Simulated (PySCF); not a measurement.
**Computed properties of Ge(F)(NH2) (FGeH2N), SMILES [NH2][Ge][F]**

Ge(F)(NH2) (FGeH2N), SMILES [NH2][Ge][F] (connectivity only; charge and spin as stated), neutral, multiplicity 1. Geometry optimised at PBE0-D3(BJ)/def2-TZVP. One conformer was computed; it need not be the lowest. All values are computed for the isolated molecule unless a solvent is named; none is compared with measurement here.

**Structure.** The optimised structure has Cs symmetry. All 9 harmonic modes at PBE0-D3(BJ)/def2-TZVP (PySCF) are real, so it is a minimum. With heavy atoms numbered as in [Ge:1]([F:2])[NH2:3], the shortest bond between them is Ge1–F2 at 1.768 Å and the longest Ge1–N3 at 1.811 Å.

**Vibrations.** The strongest infrared lines (harmonic, unscaled, degenerate partners summed) lie at 424 cm⁻¹ (202 km/mol, H 81 %, N 19 %), 639 cm⁻¹ (97 km/mol, F 75 %, Ge 17 %), 725 cm⁻¹ (88 km/mol, N 44 %, H 35 %, Ge 16 %). The softest mode is at 248 cm⁻¹ and the zero-point energy is 17.2 kcal/mol.

**Electronic structure.** B3LYP/def2-TZVPD (PySCF) places the frontier levels at -7.66 and -1.84 eV, a gap of 5.82 eV, and gives a dipole moment of 2.58 D and a mean polarisability of 42.1 bohr³.

**Excitations.** TDA-ωB97X/def2-SVPD (PySCF) has S1 at 5.47 eV (227 nm, f = 0.138, bright); the most intense of the 10 singlets computed lies at 8.32 eV (f = 0.48). T1 (TDA) is at 3.77 eV, 1.70 eV under S1. No vertical singlet excitation falls in the visible range (under 3.1 eV).

**NMR.** GIAO shifts at PBE0/pcSseg-2 (PySCF) (non-relativistic, atoms alike by connectivity averaged): ¹H at 5.1 ppm against TMS; ¹⁹F at -39.5 ppm against CFCl3.
